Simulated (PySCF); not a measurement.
Species: C₃H₉GeNSi.
Atom-mapped SMILES: `[CH3:1][SiH2:2][CH2:3][GeH2:4][C:5]#[N:6]` (hydrogens: H7, H8, H9 on C1; H10, H11 on Si2; H12, H13 on C3; H14, H15 on Ge4)

A GFN2-xTB structure was refined with PBE0-D3(BJ)/def2-SVP geometry optimisation, gas phase (PySCF). Its GFN2-xTB values:

```
   coordinate  GFN2-xTB
       C1–Si2   1.894 Å
        C1–H7   1.085 Å
       Si2–C3   1.911 Å
      Si2–H10   1.470 Å
       C3–Ge4   1.963 Å
       C3–H12   1.090 Å
       Ge4–C5   1.917 Å
      Ge4–H14   1.503 Å
        C5≡N6   1.145 Å
    C1–Si2–C3    109.5°
   Si2–C3–Ge4    114.1°
    C3–Ge4–C5    111.4°
    Ge4–C5–N6    179.5°
C1–Si2–C3–Ge4       66°
Si2–C3–Ge4–C5      -66°
```

Problem. How do these coordinates change at the PBE0-D3(BJ)/def2-SVP level?

Solution. 
```
   coordinate  PBE0-D3(BJ)/def2-SVP (Å or °)  change
      Ge4–H14                          1.535  +0.032
      Si2–H10                          1.498  +0.028
       C3–Ge4                          1.943  -0.020
       C1–Si2                          1.874  -0.020
       Si2–C3                          1.893  -0.018
       Ge4–C5                          1.935  +0.018
        C1–H7                          1.101  +0.016
        C5≡N6                          1.160  +0.015
       C3–H12                          1.103  +0.013
    C3–Ge4–C5                          108.1    -3.3
    C1–Si2–C3                          112.3    +2.8
   Si2–C3–Ge4                          116.2    +2.1
    Ge4–C5–N6                          178.3    -1.2
C1–Si2–C3–Ge4                             70      +4
Si2–C3–Ge4–C5                            -64      +2
```

The energy falls by 2.2 kcal/mol over 5 energy and gradient evaluations, the largest force component goes from 0.0354 to 2.8e-04 Eh/bohr, and the atoms move by 0.076 Å rms after alignment. The bond that changes most is Ge4–H14 (ends: germanium bonded to 2 C and 2 H; Ge–H hydrogen), which lengthens by 0.032 Å. Bonds longer at the end by more than 0.005 Å: 11 of 14; shorter: 3. Rotational constants go from 2390, 1277, 887.2 to 2351, 1278, 881.3 MHz.

The run used 151 basis functions and 34 SCF cycles in all. Hardware: Arm Neoverse V1, one thread, no GPU, on a shared host. Cost: 56 s of wall time.

No frequency check. The numbers are those of one conformer.

Conformer computed: `[CH3:1][SiH2:2][CH2:3][GeH2:4][C:5]#[N:6]`: C1–Si2–C3–Ge4 70°, Si2–C3–Ge4–C5 -64°.
